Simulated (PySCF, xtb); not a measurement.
TaOBr, SMILES [Br][Ta]=[O] (connectivity only; charge and spin as stated), neutral, multiplicity 3.

Harmonic wavenumbers (cm⁻¹) from xtb with GFN2-xTB at its own minimum, in rising order: 49, 160, 738.

Problem. What does PBE-D3(BJ)/def2-TZVP (PySCF 2.14.0) give at its own minimum? (Estimate from the structure and the level; the computed values follow.)

Solution. 143, 253, 973. Paired by order, the mean absolute difference is 141 cm⁻¹ and the zero-point energies are 1.4 and 2.0 kcal/mol.
